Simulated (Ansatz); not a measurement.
Job for Ansatz (a first-principles code): R-RI-MP2/cc-pV(Q+d)Z on CH5AlS (SMILES C[S][AlH2]), a point of a torsion scan. Files ending in .json are basis or fitting sets from the Basis Set Exchange.

Ansatz 0.2 input:
```yaml
crystal:
  periodic: [false, false, false]
  atoms:
    - {symbol: C, position_ang: [1.34856224, 0.17709879, 0.10102853]}
    - {symbol: S, position_ang: [0.18692984, -1.07514308, 0.81090081]}
    - {symbol: Al, position_ang: [-1.71589946, -0.55028186, -0.13097810]}
    - {symbol: H, position_ang: [1.35995601, 0.10913520, -0.98212327]}
    - {symbol: H, position_ang: [2.32777046, -0.07012262, 0.49754285]}
    - {symbol: H, position_ang: [1.06169911, 1.17423215, 0.41885608]}
    - {symbol: H, position_ang: [-2.67431396, 0.45680031, 0.52859674]}
    - {symbol: H, position_ang: [-2.11652193, -1.15988383, -1.48587440]}
basis:
  gaussian:
    orbitals: cc-pV_Q+d_Z.json
    fitting: {mean_field: def2-universal-JKFIT, correlation: cc-pVQZ-RIFIT.json}
magnetization: {spin_polarized: false}
correlation: {method: mp2, electrons: outside_noble_gas}
scf: {lower_state_search: off}
```

Output:

```
WARN ansatz: RAYON_NUM_THREADS=1 ignored (pool sized by the plan → 1); use --threads N
Functional definition: HF
these checks for a lower state are left out or cut short: stability, starts, cluster_reference, orbital_swaps, neighbouring_geometries, increment
integrals: 0.39 GiB planned
421 factors; integrals over basis functions are off by at most 6.5e0 eV
mean field: 0.64 GiB planned
mean field evaluation 1: about -18510.3454 eV, gradient 2.0e1 eV
mean field evaluation 2: about -18511.5926 eV, gradient 7.1e0 eV
mean field evaluation 4: about -18511.7680 eV, gradient 5.2e-1 eV
mean field -18511.76928818 eV, -680.2949736128 hartree, gradient 1.5e-6 eV, S^2 0.000000; 0 other end points of the search recorded, 0 dependent functions left out
11 core orbitals not correlated
723 factors; their error is unknown
reference -18511.76928818 eV, -680.2949736128 hartree; 9, 9 occupied and 313, 313 virtual orbitals, 723 factors
second order -12.75256035 eV of doubles, -0.00000000 eV of singles
Total energy: -18524.52184853 eV, -680.7636215617 hartree
Checks for a lower state left out: stability, starts, cluster_reference, orbital_swaps, neighbouring_geometries, increment
```

The run converged.

Cost: around 2.6 core-seconds (rough).
